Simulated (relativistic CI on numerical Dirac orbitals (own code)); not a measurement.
Cu3+ in a cubic cluster: L2,3 absorption with charge transfer

Computed with a charge-transfer multiplet model of a cubic metal-ligand cluster with up to 2 ligand holes, Slater and spin-orbit integrals from Dirac-Coulomb-Breit ions, Slater integrals scaled by 0.9. The ground state mixes d8 with configurations of k ligand holes L, whose averages lie at kΔ + k(k − 1)U_dd/2; a core hole lowers each added d electron by U_cd. 300 K, Lorentzian 0.4 eV and Gaussian 0.3 eV FWHM.

Atomic integrals in eV (Slater integrals scaled, ζ unscaled), ground: F2dd 12.450, F4dd 7.768, zeta_d 0.110; with the core hole: F2dd 12.450, F4dd 7.768, zeta_d 0.138, zeta_core 13.377, F2cd 7.943, G1cd 6.088, G3cd 3.464.

Cluster parameters (eV): U_dd = 6.9, U_cd = 8.5, 10Dq = 1.55, 10Dq(ligand) = 1.1, V(eg) = 2.25, V(t2g) = -1.01, final-state hopping factor = 1.

| Case | n_d | d8 | d9L | d10L2 | S |
| --- | --- | --- | --- | --- | --- |
| Δ = -1.4 eV | 8.63 | 0.43 | 0.52 | 0.06 | 1.00 |
| Δ = 0.6 eV | 8.41 | 0.61 | 0.37 | 0.02 | 1.00 |
| Δ = 1.6 eV | 8.33 | 0.69 | 0.30 | 0.01 | 1.00 |
| Δ = 3.6 eV | 8.21 | 0.80 | 0.20 | 0.01 | 1.00 |
| Δ = 4.6 eV | 8.17 | 0.84 | 0.16 | 0.00 | 1.00 |

Weights, n_d and S are thermal averages at 300 K. Photon energies count from the first peak over 30 % of the highest in each spectrum, which can be another peak from case to case. The parameters are a model scan and need not match a compound or its usual spin state. Peaks in eV (height, largest 100):
- Δ = -1.4 eV: 0.0 (100), 5.1 (5), 7.0 (6), 20.2 (32)
- Δ = 0.6 eV: 0.0 (100), 0.9 (18), 4.6 (5), 6.2 (7), 20.2 (25), 20.7 (22)
- Δ = 1.6 eV: 0.0 (100), 1.3 (16), 6.1 (7), 20.2 (25), 21.0 (22)
- Δ = 3.6 eV: 0.0 (100), 1.8 (18), 6.3 (5), 20.2 (25), 21.3 (23)
- Δ = 4.6 eV: 0.0 (100), 2.0 (18), 20.2 (25), 21.4 (24)

For the case Δ = 1.6 eV, Δ = 1.6 eV is smaller than U_dd = 6.9 eV, the charge-transfer side of the Zaanen-Sawatzky-Allen scheme. With the core hole the configuration with one ligand hole lies at Δ + U_dd − U_cd = -3.0, -1.0, 0.0, 2.0, 3.0 eV from the one without, in the order of the table; where this is negative the screened configuration lies lower, though the effective hopping of about 2.9 eV (from the holes of the mixed ground state) mixes the two strongly wherever it is as large as the gap.
